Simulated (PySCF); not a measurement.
A structure optimised at ωB97X-D3(BJ)/def2-SVP, used in a PySCF frequency run:

```xyz
11

C     -0.2248    -3.2622     0.0000
C     -0.2567    -2.0515     0.0000
C     -0.2019    -0.6074     0.0000
N     -1.2621     0.1349     0.0000
Si    -0.5915     1.8140     0.0000
Si     1.3549     0.5361     0.0000
H     -0.2153    -4.3387     0.0000
H     -0.9833     2.5823     1.2135
H     -0.9833     2.5823    -1.2135
H      2.2146     0.4278    -1.2142
H      2.2146     0.4278     1.2142
```
Charge 0, spin multiplicity 1.

Q: Write its SMILES, formula and point group.

A: C#CC1=N[SiH2][SiH2]1, C₃H₅NSi₂, Cs

Q: What are its rotational constants (standard atomic weights)?

A: 4.8904, 1.5681, 1.2215 GHz
